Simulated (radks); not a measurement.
Values are calculated unless marked as measured or tabulated.
Species: Bi I. Configuration: [Hg] 6p2 5f1 (not the ground configuration). Code: a radial shooting solver on a logarithmic mesh with Libxc functionals. Model: Dirac Kohn-Sham, PBE, spin-unpolarised, spherical densities, point nucleus; open shells are shared between the two j in proportion to 2j + 1.

Normalised radial functions P(r) = r R(r) (large component), r in bohr:

r           5d3/2    6s1/2    5f5/2
0.001785   0.0001   0.0538   0.0000
0.002559   0.0003   0.0660   0.0000
0.003697   0.0006   0.0781   0.0000
0.005299   0.0014   0.0864   0.0000
0.007595   0.0035   0.0858   0.0000
0.01089    0.0083   0.0685   0.0000
0.0156     0.0195   0.0270   0.0000
0.02237    0.0441  -0.0389   0.0000
0.03206    0.0935  -0.1089   0.0000
0.04595    0.1786  -0.1321   0.0001
0.06586    0.2902  -0.0502   0.0002
0.09516    0.3605   0.1189   0.0004
0.1364     0.2473   0.1841   0.0009
0.1955    -0.1186  -0.0212   0.0016
0.2802    -0.4905  -0.2640   0.0020
0.4016    -0.3836  -0.0787   0.0016
0.5757     0.2826   0.3501   0.0001
0.8251     0.9188   0.2788  -0.0021
1.183      0.9787  -0.3457  -0.0046
1.695      0.6002  -0.7849  -0.0079
2.449      0.2205  -0.6613  -0.0142
3.511      0.0465  -0.2946  -0.0271
5.032      0.0046  -0.0658  -0.0532
7.212      0.0002  -0.0060  -0.1016
10.34      0.0000  -0.0002  -0.1898
14.82      0.0000  0.0000  -0.2762
21.24      0.0000  0.0000  -0.2226
30.44      0.0000  0.0000  -0.0638
43.63      0.0000  0.0000  -0.0062

5d3/2: eigenvalue -35.125 eV, 2 radial nodes at r = 0.177, 0.504 bohr, <r> = 1.21 bohr, 90 % of the charge inside 1.81 bohr. 6s1/2: eigenvalue -20.280 eV, 5 radial nodes at r = 0.0183, 0.0741, 0.191, 0.428, 0.985 bohr, <r> = 2.13 bohr, 90 % of the charge inside 3.08 bohr. 5f5/2: eigenvalue -0.431 eV, 1 radial node at r = 0.585 bohr, <r> = 17.1 bohr, 90 % of the charge inside 23.7 bohr.
